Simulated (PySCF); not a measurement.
H₅Si, SMILES [SiH5-], charge -1. Atoms are numbered in the order given.

```xyz
6

Si     0.0000     0.0000     0.0000
H      0.0000     0.0000     1.6219
H      0.0000     0.0000    -1.6219
H      1.5325     0.0000     0.0000
H     -0.7663     1.3272     0.0000
H     -0.7663    -1.3272     0.0000
```
Charge -1, spin multiplicity 1.

Geometry optimised at PBE0-D3(BJ)/def2-TZVPD.

Two levels are set side by side: PBE/pcSseg-2 (PySCF) and PBE0/pcSseg-2 (PySCF). GIAO shifts against TMS (²⁹Si), TMS (¹H) at the same level; non-relativistic, no solvent, atoms listed together averaged. Differences are taken from unrounded values.

| quantity | PBE0 |
|---|---|
| δ(²⁹Si) of Si1 (ppm) | -225.5 |

Q: What does PBE give, and how far is it from PBE0? (An estimate is asked for; the answer gives what the named calculation found.)

A: 
```
quantity                 PBE  PBE minus PBE0
--------------------  ------  --------------
δ(²⁹Si) of Si1 (ppm)  -233.5            -8.0
```

Rough cost on one machine, each run with all the roots and properties that it gave: PBE0 against PBE within a factor of 2.
